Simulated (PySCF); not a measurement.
## Correlation energy of Fe⁺ (iron, charge +1)

Starting occupation: [Ar] 3d7, 3d3/2 with m_j = +1/2, +3/2, 3d5/2 with m_j = -3/2, -1/2, +1/2, +3/2, +5/2. All numbers are calculated (PySCF 2.14, X2C-1e with screened-nucleus spin-orbit coupling, Gaussian nucleus, in x2c-SVPall-2c with one added diffuse shell each of s, d type (6s5p4d1f, 48 functions)). Frozen: [Ne]; 15 electrons correlated; the 6 highest virtual spinors left out.

MP2 pair energies summed by pair of shells (mhartree):

```csv
pair,energy,share (%)
3d-3d,-141.61,44.2
3d-3p,-108.57,33.9
3p-3p,-48.17,15.0
3d-3s,-10.63,3.3
3p-3s,-9.48,3.0
3s-3s,-2.02,0.6
```

Total MP2 correlation energy: -320.48 mhartree.

The GHF reference relaxed away from the jj start to a determinant that is no pure jj level (⟨S²⟩ = 3.79, ⟨J²⟩ = 24.76); the energies belong to that determinant.

This basis was not built for core-valence correlation, so the inner-shell part is incomplete.
